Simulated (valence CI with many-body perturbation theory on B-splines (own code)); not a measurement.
Tb LVIII: electric-dipole lines

Method: valence CI with perturbative core correlation (CI+MBPT): six valence electrons over a frozen Dirac-Fock core [He], radial functions for each j: 9 s, 9 p, 8 d, 6 f, 3 g, 1 h, with the one-electron correlation potential Σ1, the two-electron term Σ2, the three-electron term Σ3, Breit, model QED; selected CI, second order for the rest, scaled by the run's own slope (own B-spline code, finite nucleus).

No measured spectrum was set against this ion. As an estimate, large intervals hold to a few tenths of a per cent, small ones and those within an open d or f shell to about a per cent. Among the levels kept, up to 2100 cm⁻¹ of a level comes from second order outside the variational space, and about a tenth of that is noise between levels of different J, which matters for small intervals.

Lines 101 to 150 of 204 in falling wavelength, among levels below 63077 × 10³ cm⁻¹, chosen from the strongest by gf and those to the six lowest levels. Wavelengths and rates use the calculated energies. Electric multipoles are in the length gauge with retardation, E1 and E2 with the static RPA response of the core. Weak lines are less certain than strong ones. Lines between different terms over intervals too small for the method are left out, as are lines whose strength nearly cancels. The highest levels of a list are the least certain.

Levels are named by their leading jj configuration (3d3/2^4 stands for four electrons in 3d with j = 3/2), which in mixed levels can hold well under half, so a name can repeat and another be missing. Letters in brackets count levels of one name in rising energy.

| λ vac (nm) | Upper | Lower | A (s⁻¹) | S (a.u.) |
| --- | --- | --- | --- | --- |
| 0.6439 | (2s 2p1/2 2p3/2^4) J=1 | (2s^2 2p1/2^2 2p3/2^2) J=2 | 5.82e+10 | 2.30e-05 |
| 0.2241 | (2s^2 2p1/2^2 2p3/2 3p1/2) J=1 | (2s 2p1/2^2 2p3/2^3) J=1 | 4.07e+09 | 6.78e-08 |
| 0.2241 | (2s^2 2p1/2^2 2p3/2 3p1/2) J=2 | (2s 2p1/2^2 2p3/2^3) J=1 | 4.44e+10 | 1.23e-06 |
| 0.2213 | (2s^2 2p1/2^2 2p3/2 3p1/2) J=1 | (2s 2p1/2^2 2p3/2^3) J=2 | 6.91e+10 | 1.11e-06 |
| 0.2213 | (2s^2 2p1/2^2 2p3/2 3p1/2) J=2 | (2s 2p1/2^2 2p3/2^3) J=2 | 8.15e+09 | 2.18e-07 |
| 0.2155 | (2s^2 2p1/2^2 2p3/2 3p3/2) J=1 | (2s 2p1/2^2 2p3/2^3) J=1 | 1.79e+10 | 2.66e-07 |
| 0.2146 | (2s^2 2p1/2^2 2p3/2 3p3/2) J=2 | (2s 2p1/2^2 2p3/2^3) J=1 | 5.12e+09 | 1.25e-07 |
| 0.2138 | (2s^2 2p1/2^2 2p3/2 3p3/2) J=0 | (2s 2p1/2^2 2p3/2^3) J=1 | 4.86e+11 | 2.34e-06 |
| 0.2130 | (2s^2 2p1/2^2 2p3/2 3s) J=2 | (2s^2 2p1/2 2p3/2^3) J=2 | 1.17e+10 | 2.79e-07 |
| 0.2130 | (2s^2 2p1/2^2 2p3/2 3p3/2) J=3 | (2s 2p1/2^2 2p3/2^3) J=2 | 5.47e+10 | 1.83e-06 |
| 0.2129 | (2s^2 2p1/2^2 2p3/2 3p3/2) J=1 | (2s 2p1/2^2 2p3/2^3) J=2 | 1.02e+11 | 1.46e-06 |
| 0.2128 | (2s^2 2p1/2^2 2p3/2 3s) J=1 | (2s^2 2p1/2 2p3/2^3) J=2 | 6.44e+09 | 9.19e-08 |
| 0.2124 | (2s^2 2p1/2^2 2p3/2 3s) J=2 | (2s^2 2p1/2 2p3/2^3) J=1 | 2.29e+09 | 5.42e-08 |
| 0.2121 | (2s^2 2p1/2^2 2p3/2 3s) J=1 | (2s^2 2p1/2 2p3/2^3) J=1 | 2.18e+10 | 3.08e-07 |
| 0.2121 | (2s^2 2p1/2^2 2p3/2 3p3/2) J=2 | (2s 2p1/2^2 2p3/2^3) J=2 | 7.32e+10 | 1.72e-06 |
| 0.1986 | (2s^2 2p1/2^2 2p3/2 3d3/2) J=2 | (2s^2 2p1/2 2p3/2^3) J=2 | 4.71e+10 | 9.11e-07 |
| 0.1984 | (2s^2 2p1/2^2 2p3/2 3d3/2) J=3 | (2s^2 2p1/2 2p3/2^3) J=2 | 1.16e+10 | 3.12e-07 |
| 0.1983 | (2s^2 2p1/2^2 2p3/2 3d3/2) J=1 | (2s^2 2p1/2 2p3/2^3) J=2 | 1.01e+11 | 1.17e-06 |
| 0.1980 | (2s^2 2p1/2^2 2p3/2 3d3/2) J=2 | (2s^2 2p1/2 2p3/2^3) J=1 | 1.69e+11 | 3.24e-06 |
| 0.1977 | (2s^2 2p1/2^2 2p3/2 3d3/2) J=1 | (2s^2 2p1/2 2p3/2^3) J=1 | 3.68e+09 | 4.21e-08 |
| 0.1976 | (2s^2 2p1/2^2 2p3/2 3d3/2) J=0 | (2s^2 2p1/2 2p3/2^3) J=1 | 8.38e+10 | 3.19e-07 |
| 0.1972 | (2s^2 2p1/2 2p3/2^2 3p1/2) J=1 [a] | (2s 2p1/2^2 2p3/2^3) J=1 | 6.53e+10 | 7.42e-07 |
| 0.1970 | (2s^2 2p1/2 2p3/2^2 3p1/2) J=2 [a] | (2s 2p1/2^2 2p3/2^3) J=1 | 1.97e+09 | 3.71e-08 |
| 0.1964 | (2s^2 2p1/2^2 2p3/2 3d5/2) J=2 | (2s^2 2p1/2 2p3/2^3) J=2 | 2.97e+09 | 5.55e-08 |
| 0.1960 | (2s^2 2p1/2^2 2p3/2 3d5/2) J=3 | (2s^2 2p1/2 2p3/2^3) J=2 | 6.21e+09 | 1.61e-07 |
| 0.1959 | (2s^2 2p1/2^2 2p3/2 3d5/2) J=2 | (2s^2 2p1/2 2p3/2^3) J=1 | 4.99e+09 | 9.26e-08 |
| 0.1957 | (2s^2 2p1/2^2 2p3/2 3d5/2) J=1 | (2s^2 2p1/2 2p3/2^3) J=2 | 1.08e+10 | 1.20e-07 |
| 0.1955 | (2s^2 2p1/2 2p3/2^2 3p1/2) J=2 [b] | (2s 2p1/2^2 2p3/2^3) J=1 | 4.06e+11 | 7.48e-06 |
| 0.1952 | (2s^2 2p1/2 2p3/2^2 3p1/2) J=1 [b] | (2s 2p1/2^2 2p3/2^3) J=1 | 4.62e+10 | 5.09e-07 |
| 0.1951 | (2s^2 2p1/2^2 2p3/2 3d5/2) J=1 | (2s^2 2p1/2 2p3/2^3) J=1 | 3.56e+10 | 3.91e-07 |
| 0.1951 | (2s^2 2p1/2 2p3/2^2 3p1/2) J=1 [a] | (2s 2p1/2^2 2p3/2^3) J=2 | 1.31e+10 | 1.44e-07 |
| 0.1948 | (2s^2 2p1/2 2p3/2^2 3p1/2) J=2 [a] | (2s 2p1/2^2 2p3/2^3) J=2 | 1.83e+10 | 3.34e-07 |
| 0.1943 | (2s^2 2p1/2 2p3/2^2 3p1/2) J=3 | (2s 2p1/2^2 2p3/2^3) J=2 | 5.85e+10 | 1.48e-06 |
| 0.1940 | (2s^2 2p1/2 2p3/2^2 3p1/2) J=0 | (2s 2p1/2^2 2p3/2^3) J=1 | 7.17e+11 | 2.58e-06 |
| 0.1934 | (2s^2 2p1/2 2p3/2^2 3p1/2) J=2 [b] | (2s 2p1/2^2 2p3/2^3) J=2 | 6.76e+11 | 1.21e-05 |
| 0.1931 | (2s^2 2p1/2 2p3/2^2 3p1/2) J=1 [b] | (2s 2p1/2^2 2p3/2^3) J=2 | 2.34e+10 | 2.50e-07 |
| 0.1910 | (2s 2p1/2^2 2p3/2^2 3s) J=2 [a] | (2s 2p1/2^2 2p3/2^3) J=1 | 6.82e+12 | 1.17e-04 |
| 0.1905 | (2s^2 2p1/2 2p3/2^2 3p3/2) J=0 | (2s 2p1/2^2 2p3/2^3) J=1 | 2.09e+09 | 7.14e-09 |
| 0.1903 | (2s^2 2p1/2 2p3/2^2 3p3/2) J=2 [a] | (2s 2p1/2^2 2p3/2^3) J=1 | 4.49e+12 | 7.64e-05 |
| 0.1901 | (2s^2 2p1/2 2p3/2^2 3p3/2) J=1 [a] | (2s 2p1/2^2 2p3/2^3) J=1 | 2.44e+12 | 2.48e-05 |
| 0.1896 | (2s 2p1/2^2 2p3/2^2 3s) J=3 | (2s 2p1/2^2 2p3/2^3) J=2 | 1.67e+13 | 3.92e-04 |
| 0.1894 | (2s^2 2p1/2 2p3/2^2 3p3/2) J=1 [b] | (2s 2p1/2^2 2p3/2^3) J=1 | 2.94e+13 | 2.96e-04 |
| 0.1891 | (2s 2p1/2^2 2p3/2^2 3s) J=1 [a] | (2s 2p1/2^2 2p3/2^3) J=1 | 7.32e+10 | 7.33e-07 |
| 0.1889 | (2s 2p1/2^2 2p3/2^2 3s) J=2 [a] | (2s 2p1/2^2 2p3/2^3) J=2 | 7.78e+13 | 1.29e-03 |
| 0.1888 | (2s^2 2p1/2 2p3/2^2 3p3/2) J=2 [b] | (2s 2p1/2^2 2p3/2^3) J=1 | 6.58e+12 | 1.09e-04 |
| 0.1888 | (2s^2 2p1/2^2 2p3/2 3s) J=1 | (2s^2 2p1/2^2 2p3/2^2) J=0 | 4.10e+13 | 4.08e-04 |
| 0.1885 | (2s^2 2p1/2 2p3/2^2 3s) J=2 [a] | (2s^2 2p1/2 2p3/2^3) J=2 | 5.57e+12 | 9.21e-05 |
| 0.1884 | (2s 2p1/2^2 2p3/2^2 3s) J=2 [b] | (2s 2p1/2^2 2p3/2^3) J=1 | 1.02e+13 | 1.67e-04 |
| 0.1883 | (2s^2 2p1/2 2p3/2^2 3p3/2) J=3 [a] | (2s 2p1/2^2 2p3/2^3) J=2 | 1.75e+12 | 4.04e-05 |
| 0.1883 | (2s 2p1/2^2 2p3/2^2 3s) J=1 [b] | (2s 2p1/2^2 2p3/2^3) J=1 | 7.97e+13 | 7.87e-04 |
